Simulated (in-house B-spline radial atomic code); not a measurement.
Ionisation energies along the 7-electron series, configuration [He] 2s2 2p3, as differences of self-consistent energies. NIST's values go from ground level to ground level; the uncertainty of those that are theory runs from under 0.1 % in few-electron ions to several per cent in heavy many-electron ones. Computed with an all-electron radial atomic-structure program (B-spline basis): non-relativistic Hartree-Fock, average of the configuration, point nuclei.

This level leaves out relativity, spin-orbit splitting included, which matters for heavy ions.

| ion | configuration after | ionisation energy (eV) | IE/(q+1)² (eV) | -ε less Coulomb ΔSCF (eV) | tabulated value (eV) | tabulated kind | computed minus tabulated (eV) |
| --- | --- | --- | --- | --- | --- | --- | --- |
| Cs48+ | [He] 2s2 2p2 | 8678.0 | 3.6143 | 1.6178 | 8726 | tabulated theory | -48 |
| Ba49+ | [He] 2s2 2p2 | 9025.2 | 3.6101 | 1.6179 | 9077 | tabulated theory | -52 |
| La50+ | [He] 2s2 2p2 | 9379.3 | 3.606 | 1.6179 | 9437 | tabulated theory | -58 |
| Ce51+ | [He] 2s2 2p2 | 9740.2 | 3.6021 | 1.618 | 9803 | tabulated theory | -63 |
| Pr52+ | [He] 2s2 2p2 | 10107.9 | 3.5984 | 1.6181 | 10175 | tabulated theory | -67 |
| Nd53+ | [He] 2s2 2p2 | 10482.4 | 3.5948 | 1.6182 | 10555 | tabulated theory | -73 |
| Pm54+ | [He] 2s2 2p2 | ? | ? | ? | ? | tabulated theory | ? |
| Sm55+ | [He] 2s2 2p2 | ? | ? | ? | ? | tabulated theory | ? |
| Eu56+ | [He] 2s2 2p2 | 11646.6 | 3.5847 | 1.6184 | 11739 | tabulated theory | -92 |
| Gd57+ | [He] 2s2 2p2 | ? | ? | ? | ? | tabulated theory | ? |
| Tb58+ | [He] 2s2 2p2 | 12456.8 | 3.5785 | 1.6185 | 12563 | tabulated theory | -106 |
| Dy59+ | [He] 2s2 2p2 | 12872.1 | 3.5756 | 1.6186 | 12986 | tabulated theory | -114 |
| Ho60+ | [He] 2s2 2p2 | 13294.2 | 3.5728 | 1.6186 | 13417 | tabulated theory | -123 |

Q: Fill in the row of Pm54+.

A: ionisation energy (eV): 10863.6; IE/(q+1)² (eV): 3.5913; -ε less Coulomb ΔSCF (eV): 1.6182; tabulated value (eV): 10942; computed minus tabulated (eV): -78.

Q: Fill in the row of Sm55+.

A: ionisation energy (eV): 11251.7; IE/(q+1)² (eV): 3.5879; -ε less Coulomb ΔSCF (eV): 1.6183; tabulated value (eV): 11337; computed minus tabulated (eV): -85.

Q: Fill in the row of Gd57+.

A: ionisation energy (eV): 12048.3; IE/(q+1)² (eV): 3.5815; -ε less Coulomb ΔSCF (eV): 1.6184; tabulated value (eV): 12147; computed minus tabulated (eV): -99.
